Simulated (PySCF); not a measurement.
## Si4H10O2

Si4H10O2 is a small molecule, neutral, singlet. The structure, one conformer, was relaxed in the gas phase by PBE0-D3(BJ)/def2-SVP. No frequency run checks that it is a minimum.

SMILES: O[Si]([SiH3])([SiH3])O[SiH3]

| atom | x (Å) | y (Å) | z (Å) |
| --- | --- | --- | --- |
| Si1 | -0.348 | -0.272 | 0.605 |
| Si2 | -1.174 | -2.067 | -0.668 |
| Si3 | -1.331 | 1.792 | 0.069 |
| O4 | 1.295 | -0.222 | 0.328 |
| Si5 | 2.534 | 0.634 | -0.366 |
| O6 | -0.644 | -0.510 | 2.226 |
| H7 | -0.804 | -1.899 | -2.108 |
| H8 | -0.596 | -3.359 | -0.175 |
| H9 | -2.665 | -2.149 | -0.565 |
| H10 | -1.175 | 2.036 | -1.400 |
| H11 | -0.680 | 2.915 | 0.813 |
| H12 | -2.790 | 1.762 | 0.392 |
| H13 | 2.079 | 2.026 | -0.671 |
| H14 | 3.687 | 0.680 | 0.577 |
| H15 | 2.957 | -0.028 | -1.634 |
| H16 | -0.356 | -1.349 | 2.599 |

Shieldings: GIAO PBE0/pcSseg-1. Shifts are against computed references at the same level: H TMS (σ 31.27 ppm), Si TMS (σ 352.0 ppm). Core levels by delta-SCF with SCAN, pcX-2 on the ionised atom and pcseg-1 elsewhere, spin-free X2C (2p3/2 is the spin-free 2p value less a third of a first-order spin-orbit splitting); from the vacuum level, for chosen atoms.

Give the shieldings and core levels atom by atom.


| atoms | bonded to | σ (ppm) | δ (ppm) | core level (eV) |
| --- | --- | --- | --- | --- |
| Si1 | 2 O + 2 Si | 337.3 | 14.7 | 2p3/2 107.25 |
| Si2 | 1 Si + 3 H | 463.2 | -111.2 | 2p3/2 106.37 |
| Si3 | 1 Si + 3 H | 463.4 | -111.4 | 2p3/2 106.39 |
| O4 | 2 Si | 269.0 | - | 1s 537.70 |
| Si5 | 1 O + 3 H | 390.3 | -38.3 | - |
| O6 | 1 Si + 1 H | 250.8 | - | 1s 538.42 |
| H7 H8 H9 | 1 Si | 27.93 | 3.34 | - |
| H10 H11 H12 | 1 Si | 27.77 | 3.49 | - |
| H13 H14 H15 | 1 Si | 26.26 | 5.01 | - |
| H16 | 1 O | 29.04 | 2.22 | - |

Values are those of this one static structure, with the three H of a rotating XH3 group averaged; atoms that internal rotation interchanges would show their mean in an NMR spectrum.

Which of Si1, Si2, Si3 holds its core electrons tightest, and by how much against the loosest?

Si1 (bonded to 2 O + 2 Si), by 0.88 eV over Si2 (bonded to 1 Si + 3 H).

By CAM-B3LYP/def2-SVPD (TDDFT singlets, Tamm-Dancoff triplets, ionisation by delta-SCF), where does absorption start, and what does vertical ionisation take?

The lowest singlet lies at 5.78 eV (f 0.060), the strongest of the first 6 at 7.32 eV (f 0.466), the lowest triplet at 5.09 eV; vertical ionisation takes 9.22 eV.

The 3 runs behind this took 2.4 min in all, one thread each of Arm Neoverse V1 on a shared host, launched as `OMP_NUM_THREADS=1 python cluster_run.py task.json out`.
